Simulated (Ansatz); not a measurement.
CuI, charge -1, doublet, at a GFN2-xTB geometry (such geometries of metal compounds can be far from the true shape) (the multiplicity is a formal guess) (core potentials on I) (a gas-phase anion, which may not be bound at this level); PBE0/def2-SVP in Ansatz (a program for electronic structure).

Input for Ansatz:
Ansatz 0.2 input:
```yaml
crystal:
  periodic: [false, false, false]
  atoms:
    - {symbol: Cu, position_ang: [-0.00000000, -0.00000000, -1.64845868]}
    - {symbol: I, position_ang: [0.00000000, 0.00000000, 0.90198683]}
basis:
  gaussian:
    orbitals: def2-SVP
    point_charges:
      - {charge: -1.0, position_ang: [0.4297, 2.7190, 2.8979]}
hamiltonian:
  xc: pbe0
total_charge: -1
magnetization: {spin_polarized: true, initial_magnetization: 1}
```

Output, abridged:

```
Functional definition: PBE0
682 factors; integrals over basis functions are off by at most 6.3e-4 eV
mean field evaluation 1: about -52716.1673 eV, gradient 6.3e1 eV
mean field evaluation 2: about -52696.2287 eV, gradient 9.0e1 eV
mean field evaluation 4: about -52727.2465 eV, gradient 5.5e0 eV
mean field evaluation 8: about -52727.4434 eV, gradient 2.1e-1 eV
mean field evaluation 16: about -52727.4873 eV, gradient 1.6e-3 eV
mean field -52727.48727188 eV, -1937.6994172671 hartree, gradient 5.2e-5 eV, S^2 0.753551; 2 other end points of the search recorded, 0 dependent functions left out
reference -52727.48729865 eV, -1937.6994182507 hartree; 28, 27 occupied and 29, 30 virtual orbitals, 682 factors
Total energy: -52727.48729865 eV, -1937.6994182507 hartree
```
